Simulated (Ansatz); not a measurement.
# Energy profile

The step: HfF₄ ([F][Hf]([F])([F])[F]) + H₂O → HfHOF₃ ([OH][Hf]([F])([F])[F]) + HF (still joined by a long Hf–F bond); bonds formed: F2–H6; dative contacts that become bonds: Hf1–O7; bonds broken: H6–O7; bonds weakened to dative contacts: Hf1–F2 (atoms numbered as in the saddle structure below).

Hf1  (-0.363, -0.034, -0.670)
F2  (0.824, -1.489, 0.574)
F3  (0.805, -0.272, -2.147)
F4  (-1.839, -1.229, -0.689)
F5  (-1.191, 1.630, -1.064)
H6  (0.863, -0.602, 1.174)
O7  (0.426, 0.620, 1.120)
H8  (0.477, 1.376, 1.701)
(Å)

Electronic energies by CCSD(T) at an estimated basis limit (MP2 extrapolated from triple and quadruple zeta, plus CCSD(T) − MP2 in triple zeta), on PBE0-D4/def2-TZVP structures; HfH2OF4, singlet; no counterpoise correction. Program: Ansatz 0.2.0. Basis: def2-TZVPP and def2-QZVPP. Cores are frozen in the correlated methods. Core potentials replace the inner electrons of the atoms past krypton. Extrapolation: Hartree–Fock as exp(−7.88 √X), correlation as X^−2.97.

Give the profile in kcal/mol, counted from the separated reactants. (To be estimated.)

By the calculation:
```
                                                                                                       point  kcal/mol
  separated: HfF4 (linked as [F][Hf]([F])([F])[F]; Hf1, F2, F3, F4, F5; singlet) + H2O (H6, O7, H8; singlet)      0.00
                                                                                             start structure    -19.54
                                                                                                      saddle      0.87
                                                                                               end structure     -0.63
separated: HfHOF3 (linked as [OH][Hf]([F])([F])[F]; Hf1, F3, F4, F5, O7, H8; singlet) + HF (F2, H6; singlet)      9.43
```

T1 diagnostic: at most 0.017.

The step is the kind of ligand exchange by which a precursor binds to a hydroxyl group, or is hydrolysed, in atomic layer deposition of oxides.

For scale, one of the runs: CCSD(T)/def2-TZVPP, 239 basis functions, launched by `ansatz run in.yaml --threads 8 --pin off --events-out ev --progress --plain --max-ram 19148MiB`. Hardware: 8 CPU threads of an Intel Xeon, shared host. Wall time 4.4 min; peak host memory 6 GiB.
